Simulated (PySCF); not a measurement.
Stepwise substitution at one centre (Sn F-OH). Gas-phase values, no solvent. One relaxed conformer stands for each flexible species; it need not be the lowest. Strings in code marks are SMILES.

The numbers are results of PBE-D3(BJ)/def2-TZVP // B3LYP-D3(BJ)/def2-TZVP (PySCF), not measurements. All candidates: neutral, multiplicity 1. Excitations are Tamm–Dancoff values on a coarser integration grid. The basis has no diffuse functions, so Rydberg states are missing or too high.

```json
{
  "T1 excitation (TDA)": "4.20 eV",
  "HOMO–LUMO gap": "4.43 eV",
  "LUMO": "-4.17 eV"
}
```

Q: Say which member has these values.
(A) `[OH][Sn]([OH])([OH])[OH]`
(B) `[OH][Sn]([OH])([F])[F]` (H–O–Sn–F torsion -96°, F–Sn–O–H torsion 20°)
(C) `[OH][Sn]([F])([F])[F]`
(D) `[OH][Sn]([OH])([OH])[F]`

A: C, `[OH][Sn]([F])([F])[F]`. The others give `[OH][Sn]([OH])([F])[F]` (H–O–Sn–F torsion -96°, F–Sn–O–H torsion 20°): 4.35 eV, 4.57 eV, -3.63 eV; `[OH][Sn]([OH])([OH])[F]`: 4.40 eV, 4.61 eV, -3.16 eV; `[OH][Sn]([OH])([OH])[OH]`: 4.43 eV, 4.62 eV, -2.74 eV
